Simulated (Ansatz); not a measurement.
The cluster Ga₄P₄, relaxed as a singlet with RKS PBE0-D4/def2-SVP in Ansatz, starting from the GFN1-xTB geometry. Force threshold 0.02 eV/Å.

The structure comes from a short search, and lower isomers may exist.

Start:

```xyz
8

Ga   -1.093   -1.661   -1.626
Ga    1.499    2.157   -0.268
Ga    0.486    1.134    1.887
Ga    0.550   -3.029   -0.211
P    -0.944    0.525   -0.570
P    -1.079    2.503    0.002
P     1.155   -0.536   -0.299
P    -0.574   -1.093    1.084
```

```tsv
step	energy (eV)	largest force component (eV/Å)	SCF passes
1	-246590.9127	0.998	20
2	-246591.2307	0.371	27
3	-246591.3468	0.231	24
4	-246591.4057	0.216	23
5	-246591.4273	0.234	23
6	-246591.4382	0.086	23
7 (rejected)	-246591.4377	0.179	22
8	-246591.4408	0.015	22
```

Force components are those of the run's own axes.

End:

```xyz
8

Ga   -0.9068   -1.5042   -1.8320
Ga    1.3797    2.1430   -0.8819
Ga    0.3542    1.0591    2.1363
Ga    0.6183   -3.0544   -0.0944
P    -0.9605    0.5400   -0.4604
P    -0.8615    2.5024    0.2656
P     1.1134   -0.5225   -0.1285
P    -0.7368   -1.1635    0.9953
```

By distances, no bond broke or formed, bridged metal pairs apart. The bond that changes most is Ga3–P6, from 2.81 to 2.66 Å (atoms count from 1). Metal–metal contacts that move far: Ga2–Ga3 2.59 to 3.37 Å.

No frequencies were taken in this run, so the end may be a saddle point.

Run time 84 s (4 threads of Arm Neoverse V2 on a shared host), peak host memory 0.91 GiB.
